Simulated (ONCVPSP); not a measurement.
# u(r) = r·R(r): atom against pseudo-atom (Be)

Columns: radius, all-electron u(r) and pseudo u(r) of the 2s shell (level -13.64 eV) of beryllium in the configuration [He] 2s1; BLYP, scalar-relativistic, ONCV scheme, ONCVPSP 4.0.1.

```
r (bohr)  all-electron  pseudo
   0.082       -0.2047  0.0218
   0.165       -0.2872  0.0447
   0.248       -0.2920  0.0691
   0.330       -0.2507  0.0957
   0.413       -0.1817  0.1260
   0.495       -0.0994  0.1595
   0.578       -0.0098  0.1970
   0.660        0.0793  0.2371
   0.742        0.1655  0.2797
   0.825        0.2475  0.3246
   0.908        0.3230  0.3709
   0.990        0.3902  0.4173
   1.072        0.4498  0.4632
   1.155        0.5024  0.5079
   1.238        0.5474  0.5492
   1.320        0.5849  0.5854
   1.402        0.6160  0.6161
   1.485        0.6412  0.6412
   1.568        0.6605  0.6605
   1.650        0.6743  0.6743
   1.733        0.6832  0.6832
   1.815        0.6876  0.6876
   1.898        0.6880  0.6880
   1.980        0.6849  0.6849
   2.062        0.6787  0.6787
   2.145        0.6697  0.6697
```

Task: How many radial nodes do the two functions have?

Result: The all-electron 2s function has n − l − 1 = 1; the pseudo-wave has 0, since the states of the same l below it are removed with the core.

Task: At about which radius was the pseudo-wave matched?

Result: 1.55 bohr. The columns agree to 0.0005 from 1.40 bohr on; several derivatives are matched, so the curves merge somewhat inside the radius.

Task: Is the pseudo-wave norm-conserving?

Result: Yes: the ONCV scheme keeps the norm inside the radius equal to the all-electron one, which fixes the energy derivative of the logarithmic derivative at the level.
